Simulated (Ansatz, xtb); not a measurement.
Relative energy of two isomers of C4H9ClSi

We compare a, `C=C[Si@@H](C)CCl`, a singlet, with b, `C=C[C@@H](Cl)[SiH2]C`, a singlet. Both are isolated molecules in the gas phase, relaxed with PBE0-D3(BJ)/def2-SVP; each stands in its lowest conformer found.

a (Å):

```xyz
15

C     1.2020    1.7472    0.5572
C     0.2593    1.3271   -0.2944
C     2.0140   -1.1137   -1.0284
C    -1.0689   -1.3077   -1.0806
Cl   -2.5850   -0.4104   -1.4233
Si    0.4261   -0.1782   -1.3891
H     1.0639    2.6314    1.1898
H     2.1616    1.2284    0.6661
H    -0.6799    1.8930   -0.3506
H     0.3726    0.2183   -2.8306
H     2.0924   -2.0117   -1.6604
H     2.0600   -1.4309    0.0252
H     2.8939   -0.4842   -1.2338
H    -1.1133   -1.6459   -0.0346
H    -1.0567   -2.1979   -1.7268
```

b (Å):

```xyz
15

C    -0.3365    2.3030   -0.3099
C    -0.4322    0.9815   -0.4713
C     0.2982   -0.0201    0.3507
C     0.9964   -1.7719   -2.1112
Cl   -0.8373   -1.3151    0.9251
Si    1.6959   -0.9056   -0.6060
H    -0.8508    2.9945   -0.9815
H     0.2644    2.7403    0.4936
H    -1.0491    0.5745   -1.2814
H     0.7146    0.4481    1.2557
H     2.6999    0.1348   -0.9947
H     2.3426   -1.8746    0.3291
H     0.1869   -2.4523   -1.8067
H     1.7730   -2.3614   -2.6215
H     0.5900   -1.0461   -2.8320
```

Quicker runs give these differences E(b) − E(a): GFN2-xTB −46.6 kJ/mol; HF/STO-3G +35.3 kJ/mol (at GFN2-xTB geometries); r2SCAN-D4/def2-SVP +17.3 kJ/mol (at GFN2-xTB geometries).

Which of the two would you expect CCSD(T)/def2-SVP + ΔMP2/def2-TZVPP electronic energies to favour?

Structure a; the calculation gives E(b) − E(a) = +25.0 kJ/mol.

How the difference moves with the method:

```tsv
level	geometry	E(b) − E(a) (kJ/mol)	departure from the last row (kJ/mol)	job, with rough time for the two
GFN2-xTB	GFN2-xTB	−46.6	−71.6	optimisation, 0.94 s
HF/STO-3G	GFN2-xTB	+35.3	+10.3	single point, 1.6 s
r2SCAN-D4/def2-SVP	GFN2-xTB	+17.3	−7.7	single point, 12 s
PBE0-D3(BJ)/def2-SVP	PBE0-D3(BJ)/def2-SVP	+17.2	−7.8	optimisation, 2.1 min
HF/def2-SVP	PBE0-D3(BJ)/def2-SVP	+23.4	−1.6	part of the CCSD(T) run
MP2/def2-SVP	PBE0-D3(BJ)/def2-SVP	+12.5	−12.5	part of the CCSD(T) run
CCSD(T)/def2-SVP	PBE0-D3(BJ)/def2-SVP	+13.1	−11.9	single point
CCSD(T)/def2-SVP + ΔMP2/def2-TZVPP	PBE0-D3(BJ)/def2-SVP	+25.0		single point, 3.2 min
```

As drawn, b has 1 C–C, 1 Si–H in place of 1 C–Si, 1 C–H.

GFN2-xTB puts the two in the other order. The largest departure from CCSD(T)/def2-SVP + ΔMP2/def2-TZVPP is that of GFN2-xTB, 71.6 kJ/mol. The last row adds to CCSD(T) the change of the MP2 difference between the two basis sets, here +11.9 kJ/mol.

With thermal terms from frequencies at re-optimised GFN2-xTB minima (ideal gas, soft modes damped towards free rotors, one conformer each, 298.15 K, 1 atm): the zero-point term adds −4.6 kJ/mol; ΔH is +19.6 and ΔG +22.3 kJ/mol.

The correlated steps freeze 14 core orbitals. Codes used: Ansatz 0.2.0, xtb 6.7.1; the last row on 2 threads of AMD EPYC (Zen 3) on a shared host.
